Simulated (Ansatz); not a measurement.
This geometry of C2H8OSSi3 (15 atoms, charge 0, multiplicity 1) is a first-order saddle point.

Level of theory: RKS BLYP/STO-3G in Ansatz.

```xyz
15
Properties=species:S:1:pos:R:3
C 1.020 -1.362 2.226
Si 0.183 -1.585 0.529
Si 0.468 0.253 -0.824
O -0.424 0.199 -2.350
Si -1.374 1.654 -2.080
C -0.454 1.904 -0.401
S -0.441 3.010 0.798
H 1.527 -0.384 2.320
H 1.782 -2.144 2.399
H 0.282 -1.430 3.046
H -1.238 -1.840 0.737
H 0.728 -2.778 -0.112
H 1.907 0.417 -1.090
H -2.817 1.381 -2.033
H -1.170 2.654 -3.136
```

(1) Which two structures does it join? (They come from a converged band through this point; their orientation in space is the band's.)

(2) How far does it lie above each of them?

## Answers

(1) No bond is made or broken. The dihedral H8–C1–Si2–Si3 goes from -59 to 61°.

Image 0:

```xyz
15
Properties=species:S:1:pos:R:3
C 1.119 -1.393 2.204
Si 0.240 -1.599 0.535
Si 0.391 0.297 -0.757
O -0.464 0.188 -2.301
Si -1.394 1.669 -2.120
C -0.635 1.893 -0.359
S -0.809 2.922 0.893
H 2.192 -1.164 2.073
H 1.047 -2.320 2.803
H 0.674 -0.576 2.801
H -1.156 -1.937 0.786
H 0.832 -2.735 -0.163
H 1.818 0.585 -0.990
H -2.839 1.438 -2.250
H -1.038 2.680 -3.124
```

Image 8:

```xyz
15
Properties=species:S:1:pos:R:3
C 1.120 -1.398 2.214
Si 0.150 -1.586 0.593
Si 0.376 0.256 -0.764
O -0.513 0.140 -2.289
Si -1.349 1.679 -2.150
C -0.555 1.919 -0.406
S -0.658 2.995 0.814
H 0.767 -0.531 2.802
H 2.200 -1.258 2.028
H 1.005 -2.298 2.846
H -1.252 -1.816 0.918
H 0.627 -2.781 -0.096
H 1.811 0.462 -1.031
H -2.806 1.533 -2.259
H -0.944 2.633 -3.190
```

(2) 0.055 eV above the first and 0.055 eV above the second. This is the barrier of this one path; another mechanism may lie lower. Limits of this set-up: minimal basis.

Time of the run: 4.4 min on 1 thread of Arm Neoverse V1 (shared host), peak memory 0.12 GiB.
